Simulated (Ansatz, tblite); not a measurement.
Cost and result up the ladder for n-GeSiSiH8 (Si₂GeH₈) (11 atoms). Charge 0, multiplicity 1. Geometry: r2SCAN-D4/def2-SVP.

Cartesian coordinates in Å:
```
Ge -0.214 1.538 1.213
Si -0.092 0.430 -0.892
Si 0.286 -1.863 -0.576
H 1.132 1.426 1.949
H -1.297 0.892 2.094
H -0.554 3.027 1.041
H -1.379 0.631 -1.630
H 1.013 1.020 -1.711
H 0.362 -2.586 -1.884
H -0.827 -2.449 0.234
H 1.571 -2.067 0.162
```

Ansatz on 4 threads of Arm Neoverse V2 on a shared host; xTB runs through tblite on one thread. Times are rough, summed over both states, and most runs start from the orbitals of an earlier one. PBE0-D4/def2-TZVP serves as the yardstick here, not as an exact answer. The other state is a doublet.

The xTB rows come from tblite.

Raw xTB energies of ions are shifted by several eV.

| level | functions | wall time | vertical IE (eV) | difference from PBE0-D4/def2-TZVP (eV) |
| --- | --- | --- | --- | --- |
| GFN2-xTB | 35 | 0.008 s | 12.38 | 2.57 |
| GFN1-xTB | 43 | 0.011 s | 13.50 | 3.69 |
| PBE-D4/def2-TZVP | 170 | 4.1 s | 9.62 | -0.19 |
| PBE0-D4/def2-TZVP | 170 | 6 s | 9.81 | 0.00 |
| r2SCAN-D4/def2-TZVP (with forces) | 170 | 11 s | 9.72 | -0.09 |
